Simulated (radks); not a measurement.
Results of a calculation; reference values are marked as such.
Effect of the nuclear size on neutral europium, [Xe] 4f7 6s2. Code: a radial shooting solver on a logarithmic mesh with Libxc functionals. Model: Dirac Kohn-Sham, LDA (Slater exchange, Perdew-Wang correlation), spin-unpolarised, spherical densities, finite nucleus; open shells are shared between the two j in proportion to 2j + 1; Fermi nuclear charge, rms radius 5.1115 fm. The rms radius is varied about that value; shifts are against it.

rms radius (fm)  total energy shift (eV)  density at nucleus (e/bohr^3)  1s1/2 shift (meV)  2s1/2 shift (meV)  5s1/2 shift (meV)  5p1/2 shift (meV)  6s1/2 shift (meV)  4f7/2 shift (meV)  6p1/2 (empty) shift (meV)
4.5083                             -4.16                       5.95e+05              -1720               -219              -1.63              0.214             -0.072              0.337                      0.066
4.6668                             -3.10                      5.899e+05              -1280               -164              -1.22              0.160             -0.054              0.251                      0.050
5.1115                                 0                      5.768e+05              0.000              0.000              0.000              0.000              0.000              0.000                      0.000
5.6124                              3.75                      5.637e+05               1550                198               1.47             -0.193              0.065             -0.303                     -0.060
5.8936                              5.97                       5.57e+05               2460                314               2.34             -0.307              0.104             -0.483                     -0.095

Slopes of the eigenvalues against <r^2> in GHz/fm^2, as finite differences over the two radii next to the reference (eigenvalue slopes, not the field-shift constants of lines): 1s1/2 70400, 2s1/2 8980, 5s1/2 66.8, 5p1/2 -8.76, 6s1/2 2.97, 4f7/2 -13.8, 6p1/2 (empty) -2.72.
